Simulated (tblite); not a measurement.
Compound: C2H9FN2Si2.
Z-matrix (Å and degrees, GFN2-xTB geometry), rows numbered from 1:
```
N 
Si  1  1.7201
C   2  1.9125  1  104.51
F   3  1.3833  2  110.47  1    47.43
C   2  1.9152  1  123.24  3   137.68
Si  5  1.9121  2   89.04  1   112.66
N   6  1.7370  5   85.18  2     0.68
H   1  1.0065  2  119.67  3  -178.52
H   1  1.0069  2  118.65  3   -37.30
H   3  1.0909  2  111.94  1   -70.64
H   3  1.0905  2  112.90  1   166.38
H   5  1.0852  2  116.36  1  -129.70
H   5  1.0854  2  114.48  1    -4.14
H   6  1.4641  5  115.66  2  -112.37
H   6  1.4634  5  115.98  2   114.43
H   7  1.0054  2  129.60  1    55.53
```

Level: GFN2-xTB in tblite, geometry and Hessian alike; calculated harmonic values, unscaled, isolated species. Errors from tens to a few hundred cm⁻¹ against measured bands are possible. Modes of hydrogen on silicon can be 10 to 20 % off. One conformer, not necessarily the lowest.

Harmonic wavenumbers (cm⁻¹): 41.5, 69.0, 115.3, 153.5, 191.4, 217.2, 254.5, 273.6, 408.9, 425.8, 469.8, 488.0, 514.7, 599.4, 644.1, 674.3, 701.4, 726.9, 764.9, 792.4, 803.8, 823.2, 864.2, 926.9, 947.6, 1029.7, 1078.9, 1118.1, 1204.4, 1279.6, 1447.6, 1471.9, 1498.2, 2222.4, 2247.9, 2972.9, 2980.6, 3023.1, 3032.7, 3474.2, 3487.9, 3515.6.

A = 3394, B = 1068, C = 991.9 MHz; mass 136.029 u (most abundant isotopes); point group C1, symmetry number 1.

Task: Zero-point energy?

Result: Half the sum of the wavenumbers: 24989 cm⁻¹ = 71.45 kcal/mol.

Task: What is S at 200 K and 1 bar for an ideal gas of classical rigid rotors and harmonic oscillators?

Result: Translation 38.68, rotation 27.69, vibration 19.27: S = 85.6 cal/(mol K).

Task: And Cp and H(200 K) − H(0)?

Result: Cp = 29.49 cal/(mol K), of which vibrations give 21.54 (their classical limit is 42 R = 83.5); H(200 K) − H(0) = 3.71 kcal/mol without the zero-point energy, 2.12 from vibrations.

Task: Blend soft modes into free rotors: weight 1/[1 + (100 cm⁻¹/ν̃)⁴] for the oscillator and the rest for a rotor with moment μB/(μ + B), μ = h/(8π²ν), B = 10⁻⁴⁴ kg m². What vibrational entropy results?

Result: 17.82 cal/(mol K) in place of 19.27, which changes −T·S at 200 K by +0.29 kcal/mol.

Task: Which modes carry the vibrational entropy at 200 K?

Result: 41.5 cm⁻¹: 4.40; 69.0 cm⁻¹: 3.40; 115.3 cm⁻¹: 2.41; 153.5 cm⁻¹: 1.89; 191.4 cm⁻¹: 1.50; 217.2 cm⁻¹: 1.29 cal/(mol K); the other 36 give 4.38 together.

Task: How do the functions run with temperature in this model?

Result: 
```json
{"T (K)": "100", "S (cal/(mol K))": "69.4", "Cp (cal/(mol K))": "18.7", "H − H(0) (kcal/mol)": "1.30", "G − H(0) (kcal/mol)": "-5.64", "ln q(vib)": "1.75"}
{"T (K)": "300", "S (cal/(mol K))": "99.6", "Cp (cal/(mol K))": "39.8", "H − H(0) (kcal/mol)": "7.18", "G − H(0) (kcal/mol)": "-22.70", "ln q(vib)": "7.05"}
{"T (K)": "500", "S (cal/(mol K))": "123.7", "Cp (cal/(mol K))": "54.5", "H − H(0) (kcal/mol)": "16.74", "G − H(0) (kcal/mol)": "-45.10", "ln q(vib)": "12.33"}
{"T (K)": "800", "S (cal/(mol K))": "152.2", "Cp (cal/(mol K))": "66.6", "H − H(0) (kcal/mol)": "35.08", "G − H(0) (kcal/mol)": "-86.68", "ln q(vib)": "19.58"}
{"T (K)": "1000", "S (cal/(mol K))": "167.6", "Cp (cal/(mol K))": "71.8", "H − H(0) (kcal/mol)": "48.94", "G − H(0) (kcal/mol)": "-118.70", "ln q(vib)": "23.90"}
```

q(vib) and H(0) count from the zero-point level.

Task: What must be added to the electronic energy to get the Gibbs energy at 200 K and 1 bar?

Result: ZPE + [H(200 K) − H(0)] − T·S = 71.45 + 3.71 − 17.13 = 58.03 kcal/mol.

Hindered rotation and anharmonicity are outside this model. Other conformers, if any are populated, would add a mixing term that is left out. The structure is chiral; the term R ln 2 for an equal mix with its mirror image is left out.

Hardware: one thread of an Arm Neoverse N1 (shared host). Cost: 1.1 s. The figure is for the frequency step alone.
